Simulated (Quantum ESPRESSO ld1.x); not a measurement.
Question: The mean radii <r> (bohr) of the occupied orbitals of an atom or ion are listed with their occupations. All-electron calculation, scalar-relativistic Kohn-Sham, LDA (Slater exchange, Perdew-Zunger correlation), spin-polarised, spherical densities, point nucleus. Program: ld1.x of Quantum ESPRESSO 7.5.

| orbital | occ. | <r> |
|---|---|---|
| 1s up | 1 | 0.06971 |
| 1s down | 1 | 0.06971 |
| 2s up | 1 | 0.3233 |
| 2s down | 1 | 0.3231 |
| 2p up | 3 | 0.2872 |
| 2p down | 3 | 0.2870 |
| 3s up | 1 | 0.8801 |
| 3s down | 1 | 0.8819 |
| 3p up | 1 | 0.8895 |

Name the element and its charge. Open shells, if any, are filled with parallel spins first.

Answer: Z = 22, titanium, charge +9: Ti9+ in [Ne] 3s2 3p1. The 1s radius gives Z: for a bare nucleus <r> = (2 gamma + 1)/(2Z) with gamma = sqrt(1 - (Z/c)^2), 0.06759 bohr for Z = 22, and screening makes it slightly larger (0.06971 here). The occupations add up to 13, and the charge is Z minus that.
